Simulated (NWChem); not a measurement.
System: HSeBr; SMILES [SeH]Br

Program: NWChem. All runs use the structure optimised with PBE0/def2-SVP. Ions are spin-unrestricted doublets at the neutral geometry; other ion states weren't tried.

For level CAM-B3LYP/def2-SVP:

```
Quantity                               Result
-------------------------------------  ------
vertical ionisation energy, ΔSCF (eV)    9.40
−ε(HOMO) (eV)                            8.10
```

**Question.** How do the values read with level PBE/def2-SVP instead?

**Answer.** 
| Property | Result |
|---|---|
| vertical ionisation energy, ΔSCF (eV) | 9.06 |
| −ε(HOMO) (eV) | 5.58 |
